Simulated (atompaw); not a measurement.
# Dy (Z = 66): PAW (atompaw) pseudisation with LDA (PW92), scalar-relativistic reference atom.

```json
{
  "Element": "Dy (Z = 66)",
  "Generator": "atompaw 4.2.0.5",
  "Type": "PAW",
  "Functional": "LDA (PW92)",
  "Relativity": "scalar-relativistic",
  "Frozen core": "[Kr] 4d10 5s2",
  "Valence charge": "18",
  "Reference configuration": "4f9 5p6 5d1 6s2 6p0",
  "Partial waves": "6s (bound): rc 3.00 bohr; 6s channel at 0.2 Ry: rc 3.00 bohr; 5p (bound): rc 2.35 bohr; 6p (bound, empty): rc 3.00 bohr; 5d (bound): rc 2.35 bohr; 5d channel at 0.5 Ry: rc 3.00 bohr; 4f (bound): rc 1.20 bohr; 4f channel at 0.55 Ry: rc 1.20 bohr",
  "Local potential": "bessel scheme, radius 2.05 bohr",
  "Core correction": "smooth core density matched at 2.00 bohr",
  "Augmentation charge": "besselshape compensation charge, radius 2.40 bohr; PAW radius 3.00 bohr; waves and projectors: custom rrkj gramschmidtortho"
}
```

All-electron outer shells of the reference configuration (LDA (PW92), scalar-relativistic, ld1.x):

| shell | level (eV) | outermost node (bohr) | outermost maximum (bohr) |
| --- | --- | --- | --- |
| 4d | -159.92 | 0.26 | 0.53 |
| 5s | -52.96 | 0.63 | 1.14 |
| 5p | -28.62 | 0.67 | 1.30 |
| 4f | -9.39 | – | 0.53 |
| 6s | -4.41 | 1.54 | 3.23 |
| 5d | -2.48 | 0.76 | 1.94 |
| 6p | -1.39 | 1.86 | 4.47 |

(1) Estimate the cutoffs (Ry, on a coarse ladder) from which the occupation-weighted sum of valence levels, in a spherical-Bessel basis at the reference potential, stays within 10 and 1 mRy of its value at 400 Ry.

(2) Does the potential have ghost states?

(3) Is the overlap operator S = 1 + Σ q|β⟩⟨β| positive definite (Bessel basis up to 400 Ry)?

(4) Which valence shell sets the plane-wave cutoff?

Results:

(1) 140 Ry and 230 Ry.

(2) No extra level below or beside the all-electron valence levels (s, p, d, f tested).

(3) Yes: its lowest eigenvalue is 0.50 (s channel).

(4) 4f: its level needs 140 Ry to come within 1 mRy, against 18 Ry for 5d.
